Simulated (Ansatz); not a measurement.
Start from `[CH3][Al]([F])[I]` and change one element to get `[CH3][In]([F])[I]`.

Ansatz, PBE0-D4/def2-TZVP geometries, multiplicity 1. 

Elements past krypton have def2 core potentials.

```json
{"property": "HOMO energy (ωB97M-V/def2-TZVPP) / eV", "`[CH3][Al]([F])[I]`": "-9.98"}
{"property": "LUMO energy (B3LYP/def2-TZVPP) / eV", "`[CH3][Al]([F])[I]`": "-1.12"}
{"property": "LUMO energy (PBE0/def2-TZVPP) / eV", "`[CH3][Al]([F])[I]`": "-0.92"}
{"property": "LUMO energy (PBE/def2-TZVPP) / eV", "`[CH3][Al]([F])[I]`": "-1.67"}
{"property": "HOMO–LUMO gap (ωB97M-V/def2-TZVPP) / eV", "`[CH3][Al]([F])[I]`": "10.70"}
{"property": "HOMO energy (B3LYP/def2-TZVPP) / eV", "`[CH3][Al]([F])[I]`": "-7.59"}
```

(1) What does the change do to each property? (An estimate is asked.)

## Answers

(1) Computed: 
```csv
property,`[CH3][In]([F])[I]`,shift
HOMO energy (ωB97M-V/def2-TZVPP) / eV,-9.84,0.14
LUMO energy (B3LYP/def2-TZVPP) / eV,-2.09,-0.97
LUMO energy (PBE0/def2-TZVPP) / eV,-1.78,-0.86
LUMO energy (PBE/def2-TZVPP) / eV,-2.62,-0.95
HOMO–LUMO gap (ωB97M-V/def2-TZVPP) / eV,9.86,-0.84
HOMO energy (B3LYP/def2-TZVPP) / eV,-7.46,0.13
```

With PBE0 the HOMO rises by 0.15 eV and the LUMO falls by 0.86 eV, so the gap narrows by about 1.01 eV. PBE moves the HOMO by 0.15 eV and ωB97M-V by 0.14 eV.

B3LYP here is the variant with VWN-RPA as its local correlation; programs differ in this.

Spin–orbit coupling is left out; it splits and shifts lone-pair levels of the heavy atoms by tenths of an eV.
